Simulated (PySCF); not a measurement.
C6H8BN.
Z-matrix (Å and degrees, PBE0-D3(BJ)/def2-SVP geometry), rows numbered from 1:
```
B 
N   1  1.3980
C   2  1.4046  1  130.85
C   3  1.4007  2  122.08  1     8.10
C   4  1.3907  3  120.11  2  -179.81
C   5  1.3952  4  120.90  3    -0.30
C   6  1.3929  5  119.13  4     0.02
C   7  1.3921  6  120.30  5     0.17
H   1  1.2075  2  117.34  3   179.47
H   1  1.2057  2  120.94  3    -0.04
H   2  1.0142  1  117.10  3  -178.42
H   4  1.0903  3  119.65  2     0.38
H   5  1.0927  4  119.14  3  -179.98
H   6  1.0920  5  120.43  4  -179.82
H   7  1.0926  6  120.25  5  -179.92
H   8  1.0941  3  119.38  2     0.23
```

Computed, not measured: TDDFT wB97X-D/def2-SVPD, vertical, gas phase, core orbitals frozen in the response (PySCF).

Frontier orbitals with the atoms that hold most of them (Löwdin shares over 4%, at most four atoms; ? is withheld):

```tsv
orbital	ε (eV)	atoms
HOMO-3	-11.48	N2 29%, C6 16%, C7 12%, C5 12%
HOMO-2	-11.13	B1 37%, H10 20%, H9 19%, N2 8%
HOMO-1	-9.24	?
HOMO	?	C6 19%, N2 18%, C3 17%, C4 10%
LUMO	0.90	?
LUMO+1	1.36	C5 21%, C8 21%, C7 14%, C4 13%
LUMO+2	2.07	B1 52%, H11 10%, C8 7%, H16 6%
```

**Question.** Which atoms hold the LUMO, and with what shares?

**Answer.** B1 (bonded to N and 2 H) 26%; C3 (bonded to 2 C and N) 11%; C6 (bonded to 2 C and H) 10%; N2 (bonded to B, C and H) 10%. By element: boron 26%, carbon 22% or more, nitrogen 10%.

**Question.** Which atoms hold the HOMO-1, and with what shares?

**Answer.** C8 (bonded to 2 C and H) 21%; C4 (bonded to 2 C and H) 20%; C5 (bonded to 2 C and H) 20%; C7 (bonded to 2 C and H) 20%.

**Question.** What is the HOMO energy, and the HOMO–LUMO gap?

**Answer.** ε(HOMO) = -8.36 eV; the gap is 9.25 eV (0.3401 hartree).

**Question.** The HOMO–LUMO gap is 9.25 eV. Where does the response calculation put the lowest singlet, and from which orbitals?

**Answer.** S1 is at 5.09 eV (f = 0.042), 4.17 eV below the gap, made of HOMO→LUMO+1 (46%), HOMO→LUMO (32%), HOMO-1→LUMO (14%). Its leading pair isn't HOMO and LUMO; the energies of that pair differ by 9.72 eV. 

Next come S2 at 5.39 eV (f 0.265), HOMO→LUMO (60%), HOMO→LUMO+1 (23%), HOMO-1→LUMO (11%); S3 at 6.53 eV (f 0.145), HOMO-1→LUMO+1 (44%), HOMO-1→LUMO (18%), HOMO→LUMO+3 (16%); S4 at 6.62 eV (f 0.018), HOMO→LUMO+2 (77%); S5 at 6.63 eV (f 0.547), HOMO-1→LUMO (46%), HOMO-1→LUMO+1 (27%), HOMO→LUMO+1 (14%).

One conformer stands for the species.
